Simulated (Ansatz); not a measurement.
Geometry optimisation, RHF/def2-SVP (Ansatz 0.2.0).

Input file:

```yaml
crystal:
  periodic: [false, false, false]
  atoms:
    - { symbol: Ge, position_ang: [0.0, 0.0, 0.0] }
    - { symbol: Cl, position_ang: [0.0, 0.0, 2.22] }
    - { symbol: Cl, position_ang: [2.0935, 0.0, -0.7393] }
    - { symbol: Cl, position_ang: [-1.0456, 1.8115, -0.7393] }
    - { symbol: Cl, position_ang: [-1.0456, -1.8115, -0.7393] }
basis:
  gaussian: { orbitals: def2-SVP }
hamiltonian:
  xc: hf
relax:
  f_tol: 0.02
  max_steps: 40
```

Launched with:

```bash
$ ansatz run input.yaml --threads 2 --pin off --max-ram 3072MiB --backend cpu --events-out ev --progress --plain --runs-dir out
```

Q: Where does it end, and by what steps?

A: It converged. After 3 steps the energy has fallen by 0.355 eV; Cl3 moved furthest, 0.10 Å.

```tsv
step	energy less start (eV)	largest force component (eV/Å)	accepted
0	0.0000	1.732	yes
1	-0.3529	0.145	yes
2	-0.3548	0.022	yes
3	-0.3548	0.003	yes
```

```xyz
5
Properties=species:S:1:pos:R:3
Ge 0.001 0.000 0.000
Cl 0.000 0.000 2.124
Cl 2.003 0.000 -0.707
Cl -1.000 1.734 -0.708
Cl -1.000 -1.734 -0.708
```

Whether the end is a true minimum wasn't checked by a vibrational analysis.

Time of the run: 8.5 s on 2 threads of Arm Neoverse V1 (shared host), peak memory 0.24 GiB.
